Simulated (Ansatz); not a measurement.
C2H7NOSn (`[CH3][SnH2][O]C=N`) at its PBE0-D4/def2-TZVP geometry, where that method's forces vanish. Charge 0, multiplicity 1. Sn takes the def2 core potential.

```
atom   x (Å)   y (Å)   z (Å)
  C1   1.355   0.685  -1.075
 Sn2  -0.658   0.001  -1.036
  O3  -0.751  -1.361   0.440
  C4  -0.586  -1.033   1.715
  N5  -0.467   0.098   2.270
  H6   2.016  -0.152  -1.297
  H7   1.615   1.099  -0.101
  H8   1.477   1.454  -1.838
  H9  -1.116  -0.964  -2.358
 H10  -1.800   1.219  -0.681
 H11  -0.557  -1.922   2.350
 H12  -0.529   0.877   1.612
```

Task: For each bond, give half the difference of the two atoms' forces along it (eV/Å; positive pushes the atoms apart) under PBE-D4, r2SCAN-D4, B3LYP-D4, ωB97M-V in def2-TZVPP. (Estimate.)

Result: Ansatz gave: 
| bond | length (Å) | PBE-D4 | r2SCAN-D4 | B3LYP-D4 | ωB97M-V |
| --- | --- | --- | --- | --- | --- |
| C1–Sn2 | 2.126 | 0.03 | 0.06 | 0.22 | 0.01 |
| C1–H6 | 1.089 | 0.09 | -0.03 | -0.08 | -0.04 |
| C1–H7 | 1.090 | 0.09 | -0.03 | -0.09 | -0.04 |
| C1–H8 | 1.090 | 0.08 | -0.03 | -0.08 | -0.04 |
| Sn2–O3 | 2.011 | 0.27 | 0.05 | 0.14 | -0.08 |
| Sn2–H9 | 1.700 | 0.07 | -0.01 | -0.05 | -0.09 |
| Sn2–H10 | 1.707 | 0.01 | -0.05 | -0.04 | -0.08 |
| O3–C4 | 1.327 | 0.28 | 0.21 | 0.21 | 0.27 |
| C4–N5 | 1.265 | 0.47 | 0.20 | 0.12 | 0.04 |
| C4–H11 | 1.093 | -0.01 | -0.10 | -0.22 | -0.22 |
| N5–H12 | 1.021 | 0.21 | 0.00 | -0.08 | -0.06 |

B3LYP here is the variant with VWN-RPA as its local correlation; programs differ in this.
